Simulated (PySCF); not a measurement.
C4H7BO, SMILES C=C1CB(C)O1.

Geometry optimised at B3LYP-D3(BJ)/def2-SVP. This is a generated structure with no PubChem entry under its InChIKey; it may be hypothetical.

Calculation: PySCF with B3LYP-D3(BJ)/def2-SVP.

No scaling factor is applied to the harmonic values.

Q: Give all harmonic wavenumbers and intensities. (An estimate is asked for; the answer gives what the named calculation found.)

A: 
| mode | ν (cm⁻¹) | IR (km/mol) | Raman (Å⁴/amu) | depolarisation | moving atoms (share of kinetic energy) |
|---|---|---|---|---|---|
| 1 | 64 | 0.5 | 0.5 | 0.75 | H 83 %, C 14 % |
| 2 | 108 | 0.3 | 2.6 | 0.75 | O 34 %, H 33 %, C 33 % |
| 3 | 240 | 0.7 | 0.6 | 0.44 | C 42 %, H 36 %, O 13 %, B 9 % |
| 4 | 324 | 0.1 | 0.3 | 0.75 | H 53 %, B 40 % |
| 5 | 406 | 0.5 | 3.1 | 0.74 | H 41 %, C 38 %, O 14 % |
| 6 | 456 | 2.9 | 4.7 | 0.75 | H 48 %, C 47 % |
| 7 | 559 | 0.6 | 16.8 | 0.24 | C 71 %, H 18 % |
| 8 | 712 | 1.0 | 1.6 | 0.75 | H 77 %, C 22 % |
| 9 | 737 | 1.8 | 5.5 | 0.72 | C 51 %, H 39 % |
| 10 | 743 | 0.4 | 4.0 | 0.75 | H 85 %, C 10 % |
| 11 | 830 | 0.7 | 0.4 | 0.13 | H 55 %, C 29 %, O 15 % |
| 12 | 854 | 39.5 | 2.0 | 0.75 | H 74 %, C 26 % |
| 13 | 912 | 54.7 | 1.6 | 0.67 | H 39 %, O 31 %, C 29 % |
| 14 | 942 | 37.2 | 7.4 | 0.20 | C 48 %, O 35 %, H 13 % |
| 15 | 948 | 30.9 | 3.3 | 0.75 | B 34 %, H 33 %, C 29 % |
| 16 | 1070 | 2.2 | 1.4 | 0.75 | H 78 %, C 19 % |
| 17 | 1070 | 13.5 | 0.2 | 0.50 | H 56 %, C 22 %, B 21 % |
| 18 | 1111 | 55.2 | 5.8 | 0.29 | C 47 %, H 26 %, B 16 %, O 11 % |
| 19 | 1238 | 115.9 | 1.6 | 0.06 | H 45 %, C 26 %, B 26 % |
| 20 | 1294 | 73.1 | 1.7 | 0.73 | H 35 %, C 28 %, B 22 %, O 15 % |
| 21 | 1373 | 174.9 | 26.4 | 0.38 | H 55 %, B 22 %, C 19 % |
| 22 | 1380 | 37.5 | 41.2 | 0.62 | H 85 %, C 12 % |
| 23 | 1412 | 67.1 | 2.1 | 0.74 | H 79 %, C 12 %, B 8 % |
| 24 | 1432 | 5.0 | 14.9 | 0.75 | H 96 % |
| 25 | 1442 | 83.4 | 15.4 | 0.69 | H 69 %, B 18 %, C 10 % |
| 26 | 1774 | 89.8 | 38.4 | 0.23 | C 93 % |
| 27 | 3023 | 0.5 | 179.1 | 0.01 | H 97 % |
| 28 | 3067 | 3.9 | 124.2 | 0.09 | H 94 % |
| 29 | 3089 | 4.8 | 93.6 | 0.75 | H 91 %, C 9 % |
| 30 | 3119 | 2.9 | 78.0 | 0.75 | H 90 %, C 10 % |
| 31 | 3128 | 9.5 | 92.5 | 0.72 | H 91 %, C 9 % |
| 32 | 3161 | 0.0 | 123.4 | 0.11 | H 95 % |
| 33 | 3266 | 1.3 | 83.4 | 0.75 | H 89 %, C 11 % |
